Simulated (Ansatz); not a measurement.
Reactions of C3H8OSi (`CC([SiH3])=CO`).

Gas-phase electronic energies from Ansatz, PBE0-D4/def2-TZVP geometries. CBS: MP2 limit from def2 TZ/QZ plus the TZ coupled-cluster correction, frozen cores. This one scheme is used for every species, atoms too. For atomizations the MP2-based limit and the directly extrapolated one differ by several kJ/mol either way, and by 10 to 25 for some Ge, Se and Sn compounds, so smaller differences from it don't rank the levels. Double bonds are as drawn, so ΔE can hold a change between cis and trans. DFT in def2-TZVPP. B3LYP here is the variant with VWN-RPA as its local correlation; programs differ in this. Open shells (•) are unrestricted, without spin–orbit coupling. Spin–orbit coupling would lower the free atoms: a little for C, O, Si. def2 core potentials past Kr. For Ge, I, Se outer-core shells are correlated without core-valence functions, so the limit isn't a true one: a few kJ/mol of doubt a bond, and 10 to 20 or more in all where bonds break to atoms. Scalar relativity is left out up to krypton. Each species was taken in one conformer, which may not be the lowest.

```json
{"reaction": "`C/C([SiH3])=C\\O` + `CB(F)BCl` → `CB([SiH3])BCl` + `C/C(F)=C\\O`", "B3LYP-D4 (kJ/mol)": "227", "ωB97M-V (kJ/mol)": "233"}
{"reaction": "`C/C([SiH3])=C\\O` + HI → `C/C(I)=C/O` + SiH₄", "B3LYP-D4 (kJ/mol)": "30", "ωB97M-V (kJ/mol)": "34"}
{"reaction": "`C/C([SiH3])=C\\O` + `C=N` → `C=N/C([SiH3])=C\\O` + CH₄", "B3LYP-D4 (kJ/mol)": "-2", "ωB97M-V (kJ/mol)": "6"}
{"reaction": "`C/C([SiH3])=C\\O` → `C/C=C(\\O)[SiH3]`", "B3LYP-D4 (kJ/mol)": "12", "ωB97M-V (kJ/mol)": "13"}
{"reaction": "`C/C([SiH3])=C\\O` → 3 C• + 8 H• + O• + Si•", "B3LYP-D4 (kJ/mol)": "4918", "ωB97M-V (kJ/mol)": "4927"}
{"reaction": "`C/C([SiH3])=C\\O` → `OC/C=C/[SiH3]`", "B3LYP-D4 (kJ/mol)": "31", "ωB97M-V (kJ/mol)": "31"}
{"reaction": "`C/C([SiH3])=C\\O` + `[OH][GeH2][I]` → `C[O][GeH2][I]` + `O/C=C/[SiH3]`", "B3LYP-D4 (kJ/mol)": "58", "ωB97M-V (kJ/mol)": "60"}
{"reaction": "`C/C([SiH3])=C\\O` → `C=CO[SiH2]C`", "B3LYP-D4 (kJ/mol)": "-121", "ωB97M-V (kJ/mol)": "-121"}
{"reaction": "`C/C([SiH3])=C\\O` + `C[Se][AlH2]` → `[AlH2][Se][SiH3]` + `CC(C)=CO`", "B3LYP-D4 (kJ/mol)": "-74", "ωB97M-V (kJ/mol)": "-78"}
{"reaction": "`C/C([SiH3])=C\\O` + H₂ → `C=C(C)[SiH3]` + H₂O", "B3LYP-D4 (kJ/mol)": "-69", "ωB97M-V (kJ/mol)": "-71"}
```

(1) Give the CCSD(T)/CBS values in the same order. (An estimate is asked.)

Largest T1 diagnostic: 0.013, for `C=N/C([SiH3])=C\O`.

Results:

(1) Computed: 237, 26, 6, 12, 4916, 27, 62, -121, -80, -80 kJ/mol.
